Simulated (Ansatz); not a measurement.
The lowest singlet and triplet of OS (SMILES O=S); geometries from B3LYP-D3(BJ)/def2-TZVP, each state relaxed from the structure named, with no frequency check, low spin by broken symmetry.
Singlet (charge 0, multiplicity 1):
```xyz
2

O      0.00000     0.00000    -0.99301
S      0.00000     0.00000     0.49651
```
Triplet (charge 0, multiplicity 3):
```csv
atom,x (Å),y (Å),z (Å)
O,0.0000,0.0000,-0.9933
S,0.0000,0.0000,0.4966
```

A positive gap puts the triplet lower; no zero-point energy. R- takes a restricted singlet, here one determinant of a half-filled degenerate or near-degenerate pair, which mixes singlet states. U- takes an unrestricted singlet (broken symmetry where lower, unprojected). The triplet is unrestricted in single-reference levels.

Correlated levels freeze the cores.

Programs: Ansatz (an electronic-structure program). Values without a source in brackets are computed.

Problem. One of these levels gives 79.1 kJ/mol for the gap E(singlet) − E(triplet), adiabatic. Which?
(A) R-SCS-MP2/cc-pV(T+d)Z
(B) R-PBE/def2-TZVPP
(C) U-PBE0/def2-TZVPP (spin-contaminated)
(D) U-SVWN5/def2-TZVPP (spin-contaminated)

Solution. A, R-SCS-MP2/cc-pV(T+d)Z. The others give 32.6 (U-SVWN5/def2-TZVPP (spin-contaminated)), 120.2 (R-PBE/def2-TZVPP), 29.8 (U-PBE0/def2-TZVPP (spin-contaminated))

Doubts at one or more of the structures used: a restricted determinant that unrestricted orbitals would lower (R-PBE/def2-TZVPP, R-SCS-MP2/cc-pV(T+d)Z).
